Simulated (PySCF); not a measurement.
# Computed spin Hamiltonian

Species: C4H4FN2O (doublet state).
Cartesian coordinates in Å at the GFN2-xTB level; atoms count from 1:
```xyz
12
C4H4FN2O angstrom
F     -2.4296    0.5341   -0.9662
C     -2.1449    0.0909    0.2926
O     -0.9428    0.6192    0.7324
C      0.1649    0.0952    0.1891
C      1.4612    0.6731    0.1640
C      2.2259   -0.2943   -0.4686
N      1.4580   -1.3806   -0.6301
N      0.2414   -1.1416   -0.3244
H     -2.9318    0.4597    0.9589
H     -2.1078   -1.0075    0.2417
H      1.7360    1.6556    0.4862
H      3.2706   -0.3045   -0.7016
```

The hyperfine couplings belong to this conformer and change with its torsions.

The species is `FCOC1=CC=N[N]1` [radical].

Computed with PySCF 2.14.0, UKS B3LYP, pcH-1 on C F H N O, non-relativistic, mean-field spin-orbit, GIAO. Isolated species at its GFN2-xTB geometry (one conformer only). A GFN2-xTB geometry isn't a minimum of the functional, and hyperfine couplings can be far from their values at a DFT geometry. No stability test was run, so a lower SCF solution isn't excluded.

| Quantity | Value |
| --- | --- |
| g1, g2, g3 | 2.00222, 2.00403, 2.00529 |
| g_iso | 2.00385 |
| Form of g | rhombic: the two nearest values differ by 41 % of g3 − g1 |
| ⟨S²⟩ | 0.7593 (exact 0.7500) |
| α and β electrons | 30, 29 |
| Total energy | -439.31018 Eh |

Hyperfine couplings atom by atom, in MHz; T1 to T3 are the principal values of the dipolar part; ρ(0) is the spin density at the nucleus:

```tsv
atom	isotope	a_iso	T1	T2	T3	Mulliken spin population	ρ(0) (bohr⁻³)
F1	19F	2.8	-14.8	-12.5	27.3	0.01	0.0007
C2	13C	3.5	-1.2	-0.3	1.5	0.00	0.0031
O3	17O	-15.9	-46.8	22.8	24.1	0.11	0.0263
C4	13C	34.5	-31.9	-30.3	62.1	0.33	0.0306
C5	13C	-5.6	-10.6	-7.1	17.8	0.08	-0.0050
C6	13C	5.9	-11.1	-8.0	19.1	0.08	0.0053
N7	14N	39.9	-21.7	-18.9	40.6	0.39	0.1236
N8	14N	23.5	-9.0	-1.8	10.8	0.01	0.0729
H9	1H	-1.1	-2.0	-1.9	4.0	0.00	-0.0003
H10	1H	10.9	-2.9	-1.4	4.2	0.00	0.0024
H11	1H	-7.6	-6.2	-2.7	8.9	0.00	-0.0017
H12	1H	-6.9	-6.6	-4.6	11.2	0.00	-0.0015
```

Largest spin populations (Mulliken): N7 (+0.39), C4 (+0.33), O3 (+0.11) and C6 (+0.08).

Under fast tumbling the dipolar parts average out, and these isotropic splittings remain: 1 × 14N (N7, I = 1, 3 lines) with 1.42 mT, 1 × 14N (N8, I = 1, 3 lines) with 0.84 mT, 1 × 1H (H11, I = 1/2, 2 lines) with 0.27 mT, 1 × 1H (H12, I = 1/2, 2 lines) with 0.25 mT, 2 × 1H (H9/H10, I = 1/2, 3 lines) with 0.17 mT and 1 × 19F (F1, I = 1/2, 2 lines) with 0.10 mT.

Nuclei that the bonding pattern makes equivalent are averaged, as if the motion that swaps them (rotation, inversion, ring flip) were fast. The 1H value of +4.9 MHz is a mean of couplings from -1.1 to 10.9 MHz in this one geometry, not an average over conformers.

The 13C coupling of C4 (34.5 MHz) shows only in satellite lines or after enrichment, since that isotope makes up about 1.07 % of natural carbon.

The 17O coupling of O3 (-15.9 MHz) shows only in satellite lines or after enrichment, since that isotope makes up about 0.038 % of natural oxygen.
